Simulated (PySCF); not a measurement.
CuF + HCl → CuCl + HF

Level: PBE0 in the def2-TZVP basis family, all electrons, no relativity, computed in PySCF with density fitting; open shells unrestricted.

```csv
species,state and structure,ZPE (kJ/mol),H(298 K) − H(0) (kJ/mol),S° (J/(mol K))
CuF,"singlet, C∞v, Cu–F 1.765 Å",3.6,9.1,226.6
HCl,"singlet, C∞v, H–Cl 1.279 Å",17.9,8.7,186.6
CuCl,"singlet, C∞v, Cu–Cl 2.076 Å",2.4,9.5,237.3
HF,"singlet, C∞v, H–F 0.920 Å",24.9,8.7,173.6
```

**Question.** Is the gas-phase reaction uphill or downhill in electronic energy at this level, and by how much?

**Answer.** At PBE0/def2-TZVP, ΔE = -102.8 kJ/mol, downhill. 

**Question.** Add zero-point, thermal and entropy terms for 298.15 K and 1 bar.

**Answer.** ΔZPE = 5.8 and Δ[H(298) − H(0)] = 0.4 kJ/mol give ΔH° = -96.6 kJ/mol. ΔS° = -2.3 J/(mol K), so ΔG° = -96.6 − 298.15 × (-0.0023) = -96 kJ/mol and log₁₀K = 16.8.

The structures come from searches over a few start shapes, so lower isomers are not excluded.
